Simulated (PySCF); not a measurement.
## Correlation energy of Pb (lead, neutral)

[Xe] 4f14 5d10 6s2 6p2, high-spin 3P determinant. Calculation: PySCF 2.14, in aug-cc-pwCVTZ-DK3; the spin-free X2C one-electron Hamiltonian (Gaussian nucleus). Frozen: [Kr] 4d10 4f14; 22 electrons correlated.

MP2 pair energies summed by pair of shells (mhartree):

| pair | energy | share (%) |
| --- | --- | --- |
| 5d-5d | -286.21 | 43.0 |
| 5p-5d | -119.64 | 18.0 |
| 5d-6s | -91.24 | 13.7 |
| 5d-6p | -40.71 | 6.1 |
| 5p-5p | -33.40 | 5.0 |
| 6s-6p | -22.70 | 3.4 |
| 5s-5d | -20.74 | 3.1 |
| 5s-5p | -15.83 | 2.4 |
| 6s-6s | -12.44 | 1.9 |
| 5p-6s | -11.38 | 1.7 |
| 5p-6p | -3.92 | 0.6 |
| 6p-6p | -3.65 | 0.5 |
| 5s-5s | -2.79 | 0.4 |
| 5s-6s | -1.02 | 0.2 |
| 5s-6p | -0.39 | 0.1 |

Total MP2 correlation energy: -666.06 mhartree.

Same-spin part -232.73 and opposite-spin part -433.33 mhartree; SCS-MP2 scales them by 1/3 and 6/5 to -597.57 mhartree.

Spin-orbit coupling is strong in this species, so the high-spin LS determinant is a model state.
